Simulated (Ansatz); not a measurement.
C4H10ClIn (`CCC[CH](Cl)[InH2]`), 16 atoms. Total charge 0; spin multiplicity 1. Correlated methods include outer-core shells of In, which these sets cover unevenly. In takes the def2 core potential. All runs use 2 threads of an AMD EPYC 7R13 on a shared host and a share of an NVIDIA H100 80 GB. Correlated methods freeze the cores. Open-shell runs search over several starts.

(1) How many basis functions does each run have, and how long does it take in Ansatz? UKS ωB97X-V/def2-TZVPP energy of the cation; RKS SPW92 (LDA)/def2-TZVPP energy; UKS PBE0-D4/def2-TZVPP energy of the cation; RKS B2PLYP (frozen core)/def2-TZVPP energy; direct RPA on PBE orbitals/def2-TZVPP energy; UHF-MP2/def2-QZVPP energy of the cation; RHF-MP2/def2-QZVPP energy; UKS B2PLYP (frozen core)/def2-TZVPP energy of the cation; UKS PBE-D4/def2-TZVPP energy of the cation; RHF-CCSD(T)/def2-SVP energy; RKS ωB97M-V/def2-QZVPP energy; RHF-CCSD(T)/def2-TZVPP energy. (Best estimate.)

## Answers

(1) The calculation gave: Other jobs shared the machine, so times are rough.

| level | job | functions | wall time | peak host memory (GiB) |
| --- | --- | --- | --- | --- |
| RKS SPW92 (LDA)/def2-TZVPP | energy | 356 | 1.8 s | 0.88 |
| RHF-CCSD(T)/def2-SVP | energy | 150 | 2.2 s | 0.83 |
| RKS B2PLYP (frozen core)/def2-TZVPP | energy | 356 | 2.9 s | 1.7 |
| direct RPA on PBE orbitals/def2-TZVPP | energy | 356 | 4.3 s | 1.7 |
| UKS PBE0-D4/def2-TZVPP | energy of the cation | 356 | 4.5 s | 0.95 |
| RKS ωB97M-V/def2-QZVPP | energy | 680 | 4.8 s | 1.4 |
| RHF-MP2/def2-QZVPP | energy | 680 | 5 s | 1.3 |
| UKS ωB97X-V/def2-TZVPP | energy of the cation | 356 | 7.5 s | 1.1 |
| UKS PBE-D4/def2-TZVPP | energy of the cation | 356 | 9 s | 0.97 |
| UKS B2PLYP (frozen core)/def2-TZVPP | energy of the cation | 356 | 10 s | 1.8 |
| RHF-CCSD(T)/def2-TZVPP | energy | 356 | 11 s | 0.86 |
| UHF-MP2/def2-QZVPP | energy of the cation | 680 | 16 s | 1.4 |
